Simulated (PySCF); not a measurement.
An unknown gives this computed stick spectrum. Theory: TDDFT B3LYP/def2-SVPD, vertical, gas phase, core orbitals frozen in the response (PySCF 2.14.0, density-fitted response routines). Geometries: GFN2-xTB, one conformer each.

```csv
state,λ (nm),f
S1,252.0,0.041
S2,223.0,0.055
S3,213.9,0.010
S4,204.5,0.0025
S5,196.4,0.096
S6,194.8,0.0018
S7,191.2,0.0000
S8,189.5,0.010
```

Problem. Which structure fits? All have the formula C6H7OP.
A. `C/C=P/c1ccoc1`
B. `c1occ(C2CC2)p1`
C. `O(c1ccpcc1)C`

Solution. B. Its S1, at 4.92 eV, is the highest among the candidates; the nearest of the others has S1 at 4.54 eV. S1 is HOMO→LUMO (66%), HOMO-1→LUMO (28%). Löwdin shares by element: HOMO carbon 64% or more, phosphorus 12% (atoms not listed hold the other 24%); LUMO carbon 38% or more, phosphorus 35%, oxygen 15%. At the same level the other candidates give, for their lowest levels:
- `COc1ccpcc1`: 273 nm (f 0.035); 256 nm (f 0.233); 239 nm (f 0.012); 233 nm (f 0.004); 214 nm (f 0.001); T1 3.12 eV; HOMO -6.23, LUMO -1.28 eV
- `C/C=P/c1ccoc1`: 295 nm (f 0.114); 256 nm (f 0.008); 248 nm (f 0.155); 224 nm (f 0.024); 211 nm (f 0.017); T1 2.62 eV; HOMO -6.26, LUMO -1.63 eV

Shape of the structure used: `[cH:1]1[o:2][cH:3][c:4]([CH:5]2[CH2:6][CH2:7]2)[p:8]1`: C3–C4–C5–C6 146°.
Triplets come from the Tamm–Dancoff approximation.
